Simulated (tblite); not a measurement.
Species: C5H16N2Si2.
Atom-mapped SMILES: `[CH3:1][C@@H:2]1[CH2:3][SiH2:4][NH:5][Si@H:6]1[N:7]([CH3:8])[CH3:9]` (hydrogens: H10, H11, H12 on C1; H13 on C2; H14, H15 on C3; H16, H17 on Si4; H18 on N5; H19 on Si6; H20, H21, H22 on C8; H23, H24, H25 on C9)

Structure used (GFN2-xTB), in Å, numbered top down from 1:
```xyz
25
C5H16N2Si2 angstrom
C     -1.563   -1.920    0.567
C     -1.231   -0.435    0.474
C     -2.429    0.357   -0.060
Si    -1.850    2.069   -0.635
N     -0.247    1.594   -1.078
Si     0.239   -0.012   -0.651
N      1.734    0.032    0.203
C      2.883    0.618   -0.438
C      2.103   -1.019    1.116
H     -1.777   -2.325   -0.420
H     -0.732   -2.483    0.988
H     -2.438   -2.084    1.197
H     -1.017   -0.073    1.485
H     -2.841   -0.178   -0.919
H     -3.226    0.400    0.685
H     -1.847    3.075    0.435
H     -2.571    2.575   -1.808
H      0.375    2.236   -1.533
H      0.258   -0.854   -1.869
H      3.567    1.016    0.316
H      3.431   -0.115   -1.044
H      2.562    1.428   -1.086
H      2.588   -1.859    0.600
H      1.217   -1.388    1.624
H      2.801   -0.631    1.862
```

Computed values, GFN2-xTB/tblite, gas phase, harmonic and unscaled. Against measured fundamentals such values can be off by several per cent, at times by over 20. Modes of hydrogen on silicon can be 10 to 20 % off. One conformer, not necessarily the lowest.

Harmonic wavenumbers (cm⁻¹): 39.4, 57.5, 113.9, 124.2, 147.3, 199.7, 204.5, 225.5, 240.6, 267.1, 295.3, 332.7, 347.8, 363.0, 386.1, 409.3, 484.5, 541.2, 641.0, 642.3, 651.8, 691.5, 753.5, 768.8, 795.9, 802.8, 840.2, 926.0, 963.5, 1003.8, 1036.9, 1052.4, 1077.0, 1088.9, 1106.6, 1129.7, 1139.7, 1140.7, 1208.7, 1249.1, 1283.2, 1302.2, 1314.5, 1412.2, 1418.8, 1424.2, 1481.9, 1490.4, 1495.0, 1501.2, 1509.9, 1511.5, 1517.0, 2112.6, 2192.2, 2224.7, 2881.5, 2883.4, 2919.1, 2950.0, 2953.2, 2953.8, 2973.4, 2992.9, 3012.7, 3024.0, 3046.1, 3052.4, 3517.2.

A = 1664, B = 897.4, C = 638.4 MHz; mass 160.085 u (most abundant isotopes); point group C1, symmetry number 1.

**Question.** Zero-point energy?

**Answer.** ½Σν̃ = 44921 cm⁻¹ = 537.37 kJ/mol.

**Question.** What is S at 400 K and 1 bar for an ideal gas of classical rigid rotors and harmonic oscillators?

**Answer.** Translation 178.27, rotation 130.03, vibration 228.23: S = 536.5 J/(mol K).

**Question.** And Cp and H(400 K) − H(0)?

**Answer.** Cp = 265.81 J/(mol K), of which vibrations give 232.55 (their classical limit is 69 R = 573.7); H(400 K) − H(0) = 61.28 kJ/mol without the zero-point energy, 47.98 from vibrations.

**Question.** What must be added to the electronic energy to get the Gibbs energy at 400 K and 1 bar?

**Answer.** ZPE + [H(400 K) − H(0)] − T·S = 537.37 + 61.28 − 214.61 = 384.04 kJ/mol.

**Question.** Which modes carry the vibrational entropy at 400 K?

**Answer.** 39.4 cm⁻¹: 24.57; 57.5 cm⁻¹: 21.43; 113.9 cm⁻¹: 15.79; 124.2 cm⁻¹: 15.08; 147.3 cm⁻¹: 13.69; 199.7 cm⁻¹: 11.24 J/(mol K); the other 63 give 126.42 together.

**Question.** How do the functions run with temperature in this model?

**Answer.** 
```json
{"T (K)": "150", "S (J/(mol K))": "352.9", "Cp (J/(mol K))": "127.7", "H − H(0) (kJ/mol)": "11.68", "G − H(0) (kJ/mol)": "-41.25", "ln q(vib)": "3.92"}
{"T (K)": "250", "S (J/(mol K))": "431.7", "Cp (J/(mol K))": "185.0", "H − H(0) (kJ/mol)": "27.34", "G − H(0) (kJ/mol)": "-80.58", "ln q(vib)": "7.56"}
{"T (K)": "298.15", "S (J/(mol K))": "466.6", "Cp (J/(mol K))": "212.0", "H − H(0) (kJ/mol)": "36.90", "G − H(0) (kJ/mol)": "-102.21", "ln q(vib)": "9.33"}
{"T (K)": "600", "S (J/(mol K))": "661.2", "Cp (J/(mol K))": "350.0", "H − H(0) (kJ/mol)": "123.35", "G − H(0) (kJ/mol)": "-273.37", "ln q(vib)": "20.10"}
{"T (K)": "900", "S (J/(mol K))": "820.2", "Cp (J/(mol K))": "433.1", "H − H(0) (kJ/mol)": "241.82", "G − H(0) (kJ/mol)": "-496.35", "ln q(vib)": "30.01"}
```

q(vib) and H(0) count from the zero-point level.

Hindered rotation and anharmonicity are outside this model. Other conformers, if any are populated, would add a mixing term that is left out. The structure is chiral; the term R ln 2 for an equal mix with its mirror image is left out.
